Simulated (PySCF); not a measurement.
**Electron correlation in Ne²⁺ (neon, charge +2)**

[He] 2s2 2p3 3s1, high-spin 5S determinant (an excited configuration). Computed with PySCF 2.14 in x2c-TZVPPall with one added diffuse shell each of s, p, d type (6s4p3d1f, 40 functions), with scalar relativity by spin-free X2C-1e. Frozen: 1s2; 6 electrons correlated.

MP2 pair energies summed by pair of shells (mhartree):

| pair | energy | share (%) |
| --- | --- | --- |
| 2s-2p | -64.72 | 58.8 |
| 2p-2p | -23.03 | 20.9 |
| 2s-2s | -9.07 | 8.2 |
| 2s-3s | -7.55 | 6.9 |
| 2p-3s | -5.71 | 5.2 |

Total MP2 correlation energy: -110.09 mhartree.

Same-spin part -33.31 and opposite-spin part -76.78 mhartree; SCS-MP2 scales them by 1/3 and 6/5 to -103.24 mhartree.
